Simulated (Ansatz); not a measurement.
A geometry relaxed with PBE-D3(BJ)/def2-TZVP (Ansatz, a quantum-chemistry and plane-wave program), charge 0, multiplicity 1:

```xyz
8

C      0.3106     0.5607    -0.2317
N      2.5229    -0.7357     0.4224
O      0.3917     1.6732    -0.7128
H     -1.8221     0.4262    -0.2614
C     -0.9640    -0.1838     0.0409
H     -0.9600    -1.1404    -0.5047
C      1.5480    -0.1672     0.1355
H     -1.0271    -0.4329     1.1118
```

Write the SMILES of this molecule.

`CC(=O)C#N`
